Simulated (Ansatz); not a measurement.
Two isomers of C2H8B2O: A = `BBCOC`, B = `BCB(C)O`.

Isolated molecules relaxed with PBE0-D4/def2-TZVP in Ansatz; ΔE leaves out vibrations. CBS: MP2 limit from def2 TZ/QZ plus the TZ coupled-cluster correction, frozen cores. Functionals use def2-TZVPP. B3LYP here is the variant with VWN-RPA as its local correlation; programs differ in this. Each species was taken in one conformer, which may not be the lowest.

**Question.** Which is lower in electronic energy at CCSD(T)/CBS, and by how much? (An estimate is asked.)

**Answer.** Computed: B, by 363.4 kJ/mol.

**Question.** Give E(B) − E(A) in kJ/mol with ωB97M-V, CCSD/def2-TZVPP, r2SCAN-D4, B2PLYP, MP2/def2-TZVPP, PBE-D4, B3LYP. (Estimate.)

**Answer.** Ansatz gave: ωB97M-V -361.0, CCSD/def2-TZVPP -358.3, r2SCAN-D4 -358.6, B2PLYP -356.3, MP2/def2-TZVPP -378.0, PBE-D4 -347.9, B3LYP -344.2. None reverses the order clearly.

Largest T1 diagnostic: 0.012.

The D4 term adds −4.1 kJ/mol with B3LYP and −2.2 kJ/mol with PBE0; it sums over pairs of atoms, weighted by their polarisabilities, and B3LYP, whose exchange is more repulsive, gets the larger term. From PBE to PBE0 (25 % exact exchange), in def2-TZVPP and without D4, E(B) − E(A) moves by −6.8 kJ/mol.
